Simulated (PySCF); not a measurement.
# Which determinant of HgC lies lowest?

Unrestricted PBE0; basis Hg cc-pVDZ-PP with ECP60, C cc-pVDZ; scalar-relativistic core potentials; PySCF 2.14. Outer shells of the fragments: Hg 5d10 6s2; C 2s2 2p2.

Followed along the bond (rough minima from three points):

```tsv
2Ms+1	unpaired	⟨S²⟩ at the start	R at minimum (Å)	Te (eV)
3	π ↑↑	2.03	2.16	0.00
1	π ↑↓	1.00	2.15	0.42
3	σ ↑, π ↑	2.01	none in the scan	≤ 0.96
1	σ ↓, π ↑	1.01	none in the scan	≤ 1.24
```

Solutions found at the starting distance of 2.085 Å, counted from the lowest of them; the search is not exhaustive and high or unbound solutions are not listed, so other states can lie among these:

```csv
2Ms+1,unpaired,term,E (eV),⟨S²⟩,⟨Lz²⟩,μ (D)
3,π ↑↑,³Σ⁻,0.00,2.03,0.00,-2.44
1,π ↑↓,mixed,0.42,1.00,2.01,-2.47
3,"σ ↑, π ↑",³Π,1.17,2.01,1.00,0.14
1,"σ ↓, π ↑",mixed,1.41,1.01,1.00,0.04
1,none,mixed,1.68,0.00,2.00,-2.42
3,"σ ↑↑, π ↑↓",mixed,3.07,3.01,2.01,-1.80
1,"σ ↓↓, π ↑↑",mixed,3.28,2.01,0.00,-2.08
3,"σ ↑, π ↑",³Π,3.95,2.04,1.02,-3.94
1,"σ ↓, π ↑",mixed,4.28,1.06,1.02,-3.85
3,π ↑↑,mixed,4.73,2.01,2.01,0.52
```

A term symbol is given only where ⟨S²⟩ and ⟨Lz²⟩ are close to those of a pure state; real π, δ and φ orbitals otherwise mix terms. A positive dipole means Hg(−)C(+).

Spin–orbit coupling is left out. Counting both spins, an empty level lies below a filled one in some of these solutions, because spin and occupation are held.
